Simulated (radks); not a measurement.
Results of a calculation; reference values are marked as such.
Question: Ionisation of the vanadium ion V2+, [Ar] 3d3, to V3+, [Ar] 3d2, under several functionals. Dirac Kohn-Sham, spin-unpolarised, spherical densities, finite nucleus; open shells fill j = l - 1/2 first; a radial shooting solver on a logarithmic mesh with Libxc functionals. Known Delta-SCF values: PBEsol 28.876 eV; PBE 28.923 eV; revPBE 28.827 eV. What does exchange-only LDA give, and what is its highest occupied eigenvalue?

Answer: 27.629 eV by Delta-SCF; the 3d3/2 eigenvalue is -20.146 eV. NIST: 29.311 eV (measured).

Beside tabulated values, note that spin-unpolarised runs miss the spin-polarisation part of the exchange energy of open shells.
